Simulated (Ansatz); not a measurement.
Species: sum formula BNH$_{2}$Cl$_{2}$, charge 0, multiplicity 1. 
Structure (B3LYP-D3(BJ)/def2-TZVP (Ansatz, a program for electronic structure) minimum search):
```xyz
6

N     -1.7061    -0.3020     0.0927
B     -0.3439    -0.0609     0.0187
Cl     0.2555     1.5570    -0.3781
Cl     0.8112    -1.3682     0.3201
H     -2.0820    -1.2082     0.3154
H     -2.3906     0.4165    -0.0724
```

Basis-set convergence of Hartree-Fock and CCSD(T) correlation energies (hartree) with Ansatz. Valence correlation only, unless marked. Spin-orbit coupling is left out. Non-relativistic.

```tsv
basis	functions	E(HF)	E(corr, CCSD(T))
aug-cc-pV(D+d)Z	128	-999.46905	-0.61916
aug-cc-pV(T+d)Z	248	-999.51380	-0.77242
aug-cc-pV(Q+d)Z	430	-999.52515	-0.82233
```

Extrapolating the two largest sets (X = 3 and 4) as X^-3: E(corr) = (64·(-0.82233) - 27·(-0.77242))/37 = -0.8588 Eh, an estimate of the basis-set limit. The largest set recovers 95.8 % of it, the smallest 72.1 %.
